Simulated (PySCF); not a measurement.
## Working out the ionisation energy of Pb

Pb [Xe] 4f14 5d10 6s2 6p2 (3P) → Pb⁺ [Xe] 4f14 5d10 6s2 6p1 (2P). All numbers are calculated (PySCF 2.14, scalar relativity through the core potential, in aug-cc-pVDZ-PP with ECP60MDF (5s4p3d, 32 functions)). Frozen: 5s2 5p6 5d10. Energies in hartree (1 hartree = 27.21139 eV):

```
             part   Pb (lower)  Pb⁺ (upper)
              UHF  -191.832827  -191.591223
MP2 opposite-spin    -0.023611    -0.020315
    MP2 same-spin    -0.005898    -0.001817
```

Q: What does Hartree-Fock give?

A: (-191.591223) − (-191.832827) = 0.241604 hartree = 6.574 eV.

Q: What do MP2 and SCS-MP2 (6/5 opposite-spin, 1/3 same-spin) give?

A: The opposite-spin parts differ by 0.090 eV and the same-spin parts by 0.111 eV. MP2: 6.574 + (0.090) + (0.111) = 6.775 eV. SCS-MP2: 6.574 + 1.2 × (0.090) + (0.111)/3 = 6.719 eV.

Reference: 7.417 eV (measured; NIST Atomic Spectra Database, ionization energies), between the lowest levels; spin-orbit coupling is absent from the calculation.

A double-zeta basis recovers only part of the correlation energy.

What remains against the reference includes basis incompleteness, the frozen core and correlation beyond second order.
